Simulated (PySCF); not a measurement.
# Sc³⁺: ionisation energy

Sc³⁺ [Ar] → Sc⁴⁺ [Ne] 3s2 3p5 [3p1/2^2 3p3/2^3, M_J = 3/2], as a difference of total energies. All numbers are calculated (PySCF 2.14, the two-component X2C-1e Hamiltonian, in an even-tempered Gaussian basis (21 s from 0.092 bohr⁻², ratio 2.4; 15 p from 0.12 bohr⁻², ratio 2.4; 5 d from 1.9 bohr⁻², ratio 2.6; 5 f from 2.9 bohr⁻², ratio 2.6)). Correlated levels: 1s2 frozen; the 52 highest virtual spinors dropped. "Screened" scales the spin-orbit matrix elements by Boettger's factors to mimic the two-electron term; Breit and QED terms are absent.

| method | ionisation energy (eV) | error (eV) |
| --- | --- | --- |
| GHF (spin-free) | 72.443 | -1.046 |
| GMP2 (spin-free) | 73.125 | -0.364 |
| GHF (screened spin-orbit) | 72.255 | -1.234 |
| GMP2 (screened spin-orbit) | 72.934 | -0.555 |

Reference: 73.489 eV (measured; NIST Atomic Spectra Database, ionization energies).
